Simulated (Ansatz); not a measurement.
Two members of one family (Series [SnX3]-), computed with Ansatz in the gas phase; def2 core potentials for Sn, no spin–orbit coupling. The two geometries come from different levels. A dash marks a value that wasn't run or was left out as unsound. The structures are stationary points that may keep the symmetry of their start. Remarks come from the PBE and PBE0 runs and from stability tests at other levels; not every state was tested. A HOMO above zero means that the electron is unbound at that level and held by the basis, or that self-interaction error raises the level; the energy of removing that electron tells which.

First: [SnBr3]- (singlet, charge -1, B3LYP-D4/def2-SVPD geometry).

Cartesian coordinates in Å:
```
Sn 0.012 -0.921 -0.318
Br 1.046 -0.372 2.115
Br -2.366 0.327 -0.046
Br 1.307 0.966 -1.751
```

```json
{"level": "PBE-D4/def2-SVPD", "HOMO (eV)": "-2.07", "vertical IE (eV)": "–"}
{"level": "r2SCAN-D4/def2-TZVPD", "HOMO (eV)": "-2.28", "vertical IE (eV)": "4.53"}
{"level": "PBE0-D4/def2-SVPD", "HOMO (eV)": "-3.01", "vertical IE (eV)": "–"}
{"level": "PBE0-D4/def2-TZVPD", "HOMO (eV)": "-2.98", "vertical IE (eV)": "4.60"}
{"level": "BHLYP-D4/def2-TZVPD", "HOMO (eV)": "-3.81", "vertical IE (eV)": "–"}
```

Second: [SnH3]- (singlet, charge -1, PBE-D4/def2-TZVPD geometry).

| atom | x (Å) | y (Å) | z (Å) |
| --- | --- | --- | --- |
| Sn1 | 0.257 | -0.512 | -0.502 |
| H2 | -0.965 | 0.774 | -0.899 |
| H3 | 1.319 | 0.681 | 0.365 |
| H4 | -0.612 | -0.943 | 1.036 |

Problem. What does the change do? Estimate second minus first.

Solution. 
```
               level  Δ HOMO (eV)  Δ vertical IE (eV)
    PBE-D4/def2-SVPD         2.65                   –
r2SCAN-D4/def2-TZVPD         2.50               -2.17
   PBE0-D4/def2-SVPD         2.72                   –
  PBE0-D4/def2-TZVPD         2.54               -2.22
 BHLYP-D4/def2-TZVPD         2.61                   –
```

Remarks: HOMO above zero at PBE or PBE0.
